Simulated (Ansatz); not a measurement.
Mulliken charges of `[AlH2][Al]([Cl])[Cl]` from B3LYP/def2-TZVPP in Ansatz (PBE0-D4/def2-TZVP geometry).

```
atom   x (Å)   y (Å)   z (Å)  charge (e)
 Al1  -0.792   1.059  -0.434       0.295
 Al2   0.680  -0.915   0.351       0.437
 Cl3   1.638  -0.924   2.220      -0.241
 Cl4   1.005  -2.620  -0.833      -0.241
  H5  -1.523   1.001  -1.841      -0.125
  H6  -0.966   2.337   0.491      -0.125
```

Problem. By hand: the dipole of these point charges (1 e Å = 4.8032 D).

Solution. Σ q r = (-0.262, 0.349, -0.140) e Å, of length 0.458 e Å = 2.20 D.

Problem. How does the dipole of the full density compare? (Estimate.)

Solution. The calculation gave: (-0.223, 0.296, -0.119) e Å, 1.87 D; the point charges give 1.18 times that, at 0° from its direction.

Point charges leave out the atoms' own dipoles, such as those of lone pairs, and Mulliken's split depends on the basis, so the two needn't agree.

B3LYP here is the variant with VWN-RPA as its local correlation; programs differ in this.
